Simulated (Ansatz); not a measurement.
`[CH3][Hf]([CH3])([Cl])[Cl]`, relaxed with RKS PBE0-D4/def2-TZVP in Ansatz 0.2.0 from a GFN2-xTB geometry. The force threshold is 0.005 eV/Å; the program also tests the step.

The species carries charge 0 and has multiplicity 1. Hf: def2 effective core potential.

Start:

```xyz
11

C    -0.222    1.280    1.440
Hf    0.520   -0.464    0.246
C    -0.452   -0.684   -1.761
Cl    2.840   -0.297   -0.021
Cl    0.243   -2.432    1.484
H    -1.296    1.232    1.663
H     0.294    1.325    2.411
H    -0.051    2.249    0.952
H    -1.489   -0.325   -1.800
H    -0.480   -1.741   -2.068
H     0.093   -0.144   -2.547
```

```json
{"step": "1", "energy (eV)": "-28519.0777", "largest force (eV/Å)": "0.235", "largest move (Å)": "0.000"}
{"step": "2", "energy (eV)": "-28519.1838", "largest force (eV/Å)": "0.247", "largest move (Å)": "0.195"}
{"step": "3", "energy (eV)": "-28519.1991", "largest force (eV/Å)": "0.122", "largest move (Å)": "0.077"}
{"step": "4", "energy (eV)": "-28519.2018", "largest force (eV/Å)": "0.065", "largest move (Å)": "0.051"}
{"step": "5", "energy (eV)": "-28519.2029", "largest force (eV/Å)": "0.030", "largest move (Å)": "0.048"}
{"step": "6", "energy (eV)": "-28519.2037", "largest force (eV/Å)": "0.038", "largest move (Å)": "0.056"}
{"step": "7 (rejected)", "energy (eV)": "-28519.2024", "largest force (eV/Å)": "0.244", "largest move (Å)": "0.139"}
{"step": "8", "energy (eV)": "-28519.2038", "largest force (eV/Å)": "0.040", "largest move (Å)": "0.029"}
{"step": "9", "energy (eV)": "-28519.2047", "largest force (eV/Å)": "0.033", "largest move (Å)": "0.050"}
{"step": "10 (rejected)", "energy (eV)": "-28519.1994", "largest force (eV/Å)": "0.327", "largest move (Å)": "0.145"}
{"step": "11", "energy (eV)": "-28519.2050", "largest force (eV/Å)": "0.043", "largest move (Å)": "0.037"}
{"step": "12", "energy (eV)": "-28519.2053", "largest force (eV/Å)": "0.061", "largest move (Å)": "0.040"}
{"step": "13", "energy (eV)": "-28519.2056", "largest force (eV/Å)": "0.055", "largest move (Å)": "0.034"}
{"step": "14", "energy (eV)": "-28519.2057", "largest force (eV/Å)": "0.060", "largest move (Å)": "0.037"}
{"step": "15", "energy (eV)": "-28519.2060", "largest force (eV/Å)": "0.044", "largest move (Å)": "0.026"}
{"step": "16", "energy (eV)": "-28519.2061", "largest force (eV/Å)": "0.024", "largest move (Å)": "0.020"}
{"step": "17", "energy (eV)": "-28519.2062", "largest force (eV/Å)": "0.022", "largest move (Å)": "0.022"}
{"step": "18 (rejected)", "energy (eV)": "-28519.2062", "largest force (eV/Å)": "0.058", "largest move (Å)": "0.018"}
{"step": "19", "energy (eV)": "-28519.2063", "largest force (eV/Å)": "0.004", "largest move (Å)": "0.009"}
{"step": "20", "energy (eV)": "-28519.2063", "largest force (eV/Å)": "0.017", "largest move (Å)": "0.033"}
{"step": "21", "energy (eV)": "-28519.2064", "largest force (eV/Å)": "0.012", "largest move (Å)": "0.015"}
{"step": "22", "energy (eV)": "-28519.2064", "largest force (eV/Å)": "0.005", "largest move (Å)": "0.010"}
{"step": "23", "energy (eV)": "-28519.2064", "largest force (eV/Å)": "0.006", "largest move (Å)": "0.010"}
{"step": "24", "energy (eV)": "-28519.2064", "largest force (eV/Å)": "0.004", "largest move (Å)": "0.007"}
```

End:

```xyz
11

C    -0.169    1.217    1.287
Hf    0.603   -0.589    0.319
C    -0.438   -0.625   -1.607
Cl    2.896   -0.305   -0.076
Cl   -0.068   -2.454    1.570
H    -1.257    1.157    1.412
H     0.271    1.375    2.278
H     0.049    2.106    0.682
H    -1.524   -0.677   -1.462
H    -0.144   -1.486   -2.219
H    -0.220    0.282   -2.184
```

It took 39 s on 4 threads of an AMD EPYC 9R45 on a shared host, with 0.69 GiB of host memory at the peak.
